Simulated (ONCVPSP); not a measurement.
# What one change does to a pseudopotential (cerium, ONCV)

Ce, optimised norm-conserving Vanderbilt (ONCV), made with ONCVPSP 4.0.1 (LDA (Perdew-Zunger), scalar-relativistic). Core [Kr] 4d10 4f1, reference 5s2 5p6 (charge +3). Waves: 5s: rc 2.35 bohr, ncon 4, nbas 7, qcut 5 1/bohr, 2 projectors, debl 3.5 Ha; 5p: rc 2.00 bohr, ncon 4, nbas 8, qcut 3.3 1/bohr, 1 projector; d scattering state at 0.41 Ha: rc 2.00 bohr, ncon 4, nbas 7, qcut 4.5 1/bohr, local. Local part: the d channel. Core correction: none.

In the s channel the program set the typed energies aside and used -2.348, 0.050 Ha. In the d channel the program set the typed energies aside and used 0.050 Ha.

All-electron outer shells of the reference configuration (LDA (Perdew-Zunger), scalar-relativistic, ld1.x):

```tsv
shell	level (eV)	outermost node (bohr)	outermost maximum (bohr)
4f	-28.98	–	0.71
```

Change: s: qcut 7.4; p: qcut 4.9; d: qcut 6.7.

Cutoffs: the cutoffs (Ha) at which the residual kinetic energy of the hardest occupied pseudo-wave falls to 1 and 0.1 mHa per electron; they do not see the model core or the augmentation charge, which bear on the density cutoff. Errors are all-electron minus pseudo energies relative to the spin-unpolarised reference configuration.

Question: How do hardness, ghosts and transferability respond?

Answer: The potential gets softer (27 Ha and 50 Ha → 13 Ha and 34 Ha); the number of tests with a reliable result goes from 4 to 2; the range in which the s phases agree widens (upper end 3.6 → at the end of the scan); neither file shows a bound ghost.

| quantity | base | changed |
| --- | --- | --- |
| cutoff, loose | 27 Ha | 13 Ha |
| cutoff, tight | 50 Ha | 34 Ha |
| loose cutoff by channel | s 9.1 Ha, p 27 Ha | s 13 Ha, p 11 Ha |
| bound ghosts | none | none |
| GHOST(+) flags under 300 eV | none | none |
| tests counted as reliable (solved cleanly; for ONCVPSP, near-neutral configurations with less than one 5d electron left out) | 4 of 4 | 2 of 4 |
| error for 5s2 5p6 5d1, meV [ΔE -19.34 eV] | +154 | +106 |
| error for 5s2 5p6 5d2, meV [ΔE -30.44 eV] | +263 | +181 |
| s: phases at 2.39 bohr within 0.05 rad from the reference energy up to (Ha; the scan ends near 5) | 3.6 | to the end of the scan |
| p: phases at 2.03 bohr within 0.05 rad from the reference energy up to (Ha; the scan ends near 5) | -0.1 | 0.4 |
| d: phases at 2.03 bohr within 0.05 rad from the reference energy up to (Ha; the scan ends near 5) | 2.3 | 2.6 |
